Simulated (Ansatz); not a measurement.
SnF₄. The state is a singlet with charge 0. Geometry r2SCAN-D4/def2-SVP; atoms count from 1.

```xyz
5

Sn    0.000    0.000    0.000
F     0.418    0.172   -1.854
F     0.132   -1.832    0.514
F    -1.777    0.621    0.313
F     1.227    1.039    1.027
```

In the def2 sets Sn takes a core potential; there is no spin–orbit coupling.

Q: Estimate the Mulliken populations from the PBE0/def2-TZVP orbitals of Ansatz.

A: 
```csv
atom,charge (e)
Sn1,1.70
F2,-0.43
F3,-0.43
F4,-0.43
F5,-0.43
```
Mulliken values depend strongly on the basis.

Q: And the Mayer bond orders between heavy atoms (over 0.3)?

A: Sn1–F2 0.89 (1.91 Å); Sn1–F3 0.89 (1.91 Å); Sn1–F4 0.89 (1.91 Å); Sn1–F5 0.89 (1.91 Å).
